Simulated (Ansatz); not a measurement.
Gas-phase electronic energies from Ansatz, PBE0-D4/def2-TZVP geometries. CBS: MP2 limit from def2 TZ/QZ plus the TZ coupled-cluster correction, frozen cores. This one scheme is used for every species. Functionals use def2-TZVPP. B3LYP here is the variant with VWN-RPA as its local correlation; programs differ in this. For Se, Ti outer-core shells are correlated without core-valence functions, which leaves a few kJ/mol of doubt a bond. Scalar relativity is left out up to krypton. Each species was taken in one conformer, which may not be the lowest.

`C[O][Ti]([F])([F])[SeH]` + HCl → `C[O][Ti]([F])([Cl])[SeH]` + H–F  (ligand exchange at a Ti–F bond)

`C[O][Ti]([F])([F])[SeH]`:

Cartesian coordinates in Å:
```
C 0.210 -0.111 1.991
O 0.054 -0.138 0.605
Ti -0.130 -0.355 -1.103
F -1.630 -1.179 -1.503
F 1.210 -1.256 -1.800
Se -0.155 1.922 -1.943
H -0.645 -0.594 2.470
H 0.270 0.927 2.327
H 1.128 -0.632 2.272
H -0.311 1.415 -3.317
```

HCl:

Cartesian coordinates in Å:
```
Cl 0.450 -0.257 -0.374
H -0.450 0.257 0.374
```

`C[O][Ti]([F])([Cl])[SeH]`:

Cartesian coordinates in Å:
```
C 1.573 0.315 1.213
O 0.504 0.171 0.329
Ti -0.682 0.043 -0.919
F -1.248 1.609 -1.474
Cl 0.111 -1.100 -2.624
Se -2.483 -1.158 0.158
H 2.430 -0.257 0.849
H 1.846 1.370 1.296
H 1.280 -0.060 2.197
H -3.331 -0.933 -1.025
```

H–F:

Cartesian coordinates in Å:
```
F 0.008 0.210 0.409
H -0.008 -0.210 -0.409
```

| level | ΔE (kJ/mol) | difference from CCSD(T)/CBS |
| --- | --- | --- |
| ωB97X-V | 24.2 | 19.8 |
| ωB97M-V | 19.7 | 15.3 |
| B2PLYP | 12.7 | 8.3 |
| PBE | 19.8 | 15.4 |
| B3LYP | 22.5 | 18.1 |
| MP2/def2-TZVPP | -1.6 | -6.0 |
| CCSD/def2-TZVPP | 17.7 | 13.3 |
| HF/def2-QZVPP | 25.5 | 21.1 |
| HF/CBS(def2) | 25.6 | 21.2 |
| MP2/CBS(def2) | -8.2 | -12.6 |
| CCSD(T)/CBS | 4.4 | 0 |

Largest T1 diagnostic among the species: 0.023, so the coupled-cluster value is less sure than usual.

The D4 term adds −6.7 kJ/mol with B3LYP and −3.7 kJ/mol with PBE0; it sums over pairs of atoms, weighted by their polarisabilities, and B3LYP, whose exchange is more repulsive, gets the larger term. In def2-TZVPP, CCSD(T) changes the Hartree–Fock value by −13.9 kJ/mol (the triples alone add −6.6 kJ/mol) and MP2 by −26.4 kJ/mol.
